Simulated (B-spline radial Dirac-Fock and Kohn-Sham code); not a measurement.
Photoemission from Ga⁺ at 12700 eV, detector at θ = 90°, φ = 0°

System: Ga⁺, configuration [Ar] 3d10 4s2. Model: Dirac-Hartree-Slater photoionisation with a Latter tail; cross sections with all multipoles, angular parameters from the dipole term and its interference with E2. Program: a B-spline atomic structure program. Thresholds are orbital energies of the model. For linearly polarised light dσ/dΩ = σ/(4π) [1 + β P₂(cos θ) + (δ + γ cos²θ) sin θ cos φ], with θ from the polarisation vector and φ the angle between the beam and the projection of the electron momentum on the plane normal to the polarisation. The dipole factor is 1 + βP₂ and the non-dipole term is the rest of the bracket. Open shells are filled statistically over j.

| subshell | threshold (eV) | σ (kb) | β | γ | δ | dipole factor | non-dipole term | dσ/dΩ (kb/sr) |
| --- | --- | --- | --- | --- | --- | --- | --- | --- |
| 1s | 10339.6 | 13.2 | 2.00 | 0.67 | 0.000 | 0.001 | 0.000 | ≈ 0 |
| 2s | 1299.0 | 1.00 | 2.00 | 1.64 | 0.000 | 0.001 | 0.000 | ≈ 0 |
| 2p1/2 | 1158.7 | 0.235 | 0.82 | 1.65 | 0.225 | 0.592 | +0.225 | 0.0153 |
| 2p3/2 | 1130.2 | 0.422 | 0.80 | 1.64 | 0.226 | 0.600 | +0.226 | 0.0277 |
| 3s | 166.0 | 0.149 | 2.00 | 1.72 | 0.000 | 0.001 | 0.000 | ≈ 0 |
| 3p1/2 | 119.3 | 0.0321 | 0.77 | 1.61 | 0.226 | 0.617 | +0.226 | 0.00215 |
| 3p3/2 | 115.5 | 0.0573 | 0.75 | 1.60 | 0.228 | 0.626 | +0.228 | 0.00389 |
| 3d3/2 | 35.57 | 0.00128 | 0.31 | 1.14 | 0.585 | 0.845 | +0.585 | 0.000146 |
| 3d5/2 | 35.05 | 0.00180 | 0.32 | 1.15 | 0.589 | 0.841 | +0.589 | 0.000205 |
| 4s | 19.59 | 0.0118 | 2.00 | 1.73 | 0.000 | 0.001 | 0.000 | ≈ 0 |

Values without a named source are computed, but for edge energies of neutral atoms, which are taken from tables.
